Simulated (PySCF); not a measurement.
Energy landscape of Cl3 (anion, charge -1), singlet: symmetric bend, bond length relaxed. Scanned: Cl-Cl-Cl angle. Other coordinates (Cl-Cl bond length) were minimised at PBE0/def2-TZVP. Each profile is relative to its own lowest point.

| a / ° | A | B | C |
|---|---|---|---|
| 180 | 0.0 | 0.0 | 0.0 |
| 170 | 1.4 | 1.9 | 1.6 |
| 160 | 5.4 | 7.6 | 6.2 |
| 150 | 11.9 | 16.6 | 13.4 |
| 140 | 20.1 | 28.3 | 22.7 |
| 130 | 29.7 | 42.1 | 33.3 |
| 120 | 40.0 | 57.2 | 44.6 |
| 110 | 50.3 | 73.0 | 55.7 |
| 100 | 60.2 | 88.7 | 65.8 |
| 90 | 69.5 | 104.0 | 74.3 |
| 80 | 83.0 | 119.5 | 84.4 |

Energies in mEh.

Question: Which curve belongs to which method? The methods are MP2 on RHF/aug-cc-pVDZ, 15 core orbitals frozen in PySCF; RHF/aug-cc-pVDZ (PySCF); restricted BP86/6-31G*, spherical d (PySCF).

Answer: A is RKS-BP86/6-31G*; B is RHF; C is MP2.
